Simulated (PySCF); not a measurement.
A compound of formula C22H18O2S has these computed shifts in ppm, with the number of atoms in brackets (GIAO PBE/pcSseg-1, gas phase, PySCF SCF with an in-house response code, fitting set def2-universal-JFIT, grid level 2, non-relativistic, on the GFN2-xTB geometry; 13C, 1H against isolated TMS; 17O against isolated H2O; 33S against isolated CS2).

13C: 163.8 (1), 162.9 (1), 158.5 (1), 135.0 (1), 133.4 (1), 133.2 (1), 132.6 (2), 132.6 (2), 130.7 (1), 128.6 (1), 126.9 (1), 124.9 (1), 124.0 (1), 123.8 (1), 119.3 (2), 116.3 (2), 57.1 (1), 24.1 (1)
1H: 8.04 (1), 7.72 (2), 7.29 (2), 7.08 (1), 7.05 (2), 7.00 (1), 6.99 (2), 6.88 (1), 4.04 (3), 2.44 (3)
17O: 180.2 (1), 124.8 (1)
33S: 247.2 (1)

Which structure gave them?

COc1ccc(-c2sc(Oc3ccc(C)cc3)c3ccccc23)cc1. Other isomers were not compared.
